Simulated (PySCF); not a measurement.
Molecule: SMILES Cc1ccncc1, C6H7N.

Cartesian coordinates in Å; atom numbers follow the order of the lines, from 1:
```xyz
14

C     1.959   -0.120    0.137
C     0.464   -0.022    0.079
C    -0.186    1.205   -0.082
C    -1.577    1.238   -0.159
N    -2.347    0.155   -0.087
C    -1.733   -1.015    0.068
C    -0.349   -1.156    0.157
H     2.376   -0.248   -0.875
H     2.406    0.789    0.563
H     2.283   -0.983    0.737
H     0.387    2.135   -0.143
H    -2.094    2.197   -0.283
H    -2.377   -1.900    0.129
H     0.091   -2.148    0.289
```

Spin–spin couplings on one PBE0-D3(BJ)/def2-SVP geometry, PySCF 2.14, gas phase, non-relativistic, equivalent pairs averaged (spin–dipole term only in couplings to heteroatoms); isotopes 13C, 1H, 15N; functional B3LYP.

How do the couplings (Hz) change with the basis set? Times are CPU seconds on shared hosts with different chips, so compare them loosely. Far from the basis limit: 6-31G-J, pcJ-0, 6-31G*, def2-TZVP, cc-pVTZ.

Answers


```tsv
basis set	functions	1J(C4,H12)	1J(C3,H11)	1J(C1,H8)	1J(C2,C3)	1J(C3,C4)	1J(C1,C2)	1J(C4,N5)	core-s
6-31G-J	112	194.6	173.7	137.5	58.9	57.9	47.0	4.8	14
pcJ-0	112	166.8	152.7	115.8	46.9	44.6	35.7	8.2	13
6-31G*	112	178.0	158.5	144.7	80.3	77.4	56.1	-8.8	11
pcJ-1	259	185.4	166.8	133.7	59.6	59.5	46.7	0.4	55
def2-TZVP	259	176.7	158.9	126.0	59.0	58.7	45.0	1.8	58
cc-pVTZ	308	167.2	151.1	117.7	60.9	60.0	34.4	-0.5	50
```

The Fermi-contact term samples the wavefunction at the nucleus, which is why sets with added tight s functions (names with J) are made for couplings.
